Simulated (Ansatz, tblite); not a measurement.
Spin states of the cluster GeS2 (the lowest singlet isomer of a short search), each relaxed with PBE0-D4/def2-TZVP in Ansatz. Electronic energies in the gas phase.

The xTB rows come from tblite. B3LYP takes the VWN-RPA correlation. Correlated methods freeze 19 core orbitals; core or outer-core shells of Ge are correlated, in sets that lack core-valence functions. In CCSD on the charge 0 triplet the largest single amplitude is 0.25, so its Hartree–Fock determinant may place the open shell otherwise than the density functionals do. The structure comes from a short search, and lower isomers may exist.

Singlet geometry (D∞h within 0.1 Å):

Cartesian coordinates in Å:
```
Ge 0.0000 -0.0001 0.0000
S -1.7823 -0.7885 -0.4258
S 1.7823 0.7886 0.4258
```

Triplet geometry (C2v within 0.1 Å):

```xyz
3

Ge   -0.586    0.569    0.316
S     0.441   -0.972    1.358
S     0.145    0.403   -1.673
```

Quintet geometry (D∞h within 0.1 Å):

Cartesian coordinates in Å:
```
Ge 0.000 0.000 0.000
S -1.410 -0.046 -1.906
S 1.410 0.046 1.906
```

⟨S²⟩: triplet 2.01 at PBE0-D4/def2-TZVP (pure 2.00), quintet 6.02 at PBE0-D4/def2-TZVP (pure 6.00).

Only these spin states were relaxed.

```json
{"level": "HF/STO-3G", "triplet − singlet (kJ/mol)": "-31.7", "quintet − singlet (kJ/mol)": "313.8", "lowest of these": "triplet"}
{"level": "HF/def2-TZVP", "triplet − singlet (kJ/mol)": "77.8", "quintet − singlet (kJ/mol)": "313.0", "lowest of these": "singlet"}
{"level": "HF/def2-TZVPP", "triplet − singlet (kJ/mol)": "77.8", "quintet − singlet (kJ/mol)": "313.0", "lowest of these": "singlet"}
{"level": "PBE-D4/def2-TZVP", "triplet − singlet (kJ/mol)": "132.3", "quintet − singlet (kJ/mol)": "488.1", "lowest of these": "singlet"}
{"level": "r2SCAN0-D4/def2-TZVP", "triplet − singlet (kJ/mol)": "134.5", "quintet − singlet (kJ/mol)": "461.5", "lowest of these": "singlet"}
{"level": "B2PLYP/def2-TZVP", "triplet − singlet (kJ/mol)": "153.1", "quintet − singlet (kJ/mol)": "494.3", "lowest of these": "singlet"}
{"level": "RPA@PBE/def2-TZVP", "triplet − singlet (kJ/mol)": "135.4", "quintet − singlet (kJ/mol)": "473.4", "lowest of these": "singlet"}
{"level": "MP2/def2-TZVPP", "triplet − singlet (kJ/mol)": "209.7", "quintet − singlet (kJ/mol)": "541.2", "lowest of these": "singlet"}
{"level": "CCSD/def2-TZVPP", "triplet − singlet (kJ/mol)": "148.5", "quintet − singlet (kJ/mol)": "472.9", "lowest of these": "singlet"}
```

(1) Estimate the rows for GFN1-xTB, GFN2-xTB, r2SCAN-D4/def2-TZVP, r2SCANh-D4/def2-TZVP, B3LYP-D4/def2-TZVP, PBE0-D4/def2-TZVP, BHLYP-D4/def2-TZVP, MP2/def2-TZVP, CCSD(T)/def2-TZVPP.

## Answers

(1) 
| level | triplet − singlet (kJ/mol) | quintet − singlet (kJ/mol) | lowest of these |
| --- | --- | --- | --- |
| GFN1-xTB | 236.6 | 787.5 | singlet |
| GFN2-xTB | 100.5 | 509.4 | singlet |
| r2SCAN-D4/def2-TZVP | 133.4 | 477.6 | singlet |
| r2SCANh-D4/def2-TZVP | 134.2 | 471.1 | singlet |
| B3LYP-D4/def2-TZVP | 128.0 | 469.6 | singlet |
| PBE0-D4/def2-TZVP | 139.1 | 477.6 | singlet |
| BHLYP-D4/def2-TZVP | 127.5 | 450.1 | singlet |
| MP2/def2-TZVP | 209.2 | 539.8 | singlet |
| CCSD(T)/def2-TZVPP | 157.1 | 495.1 | singlet |

The xTB methods have no spin-polarisation term.
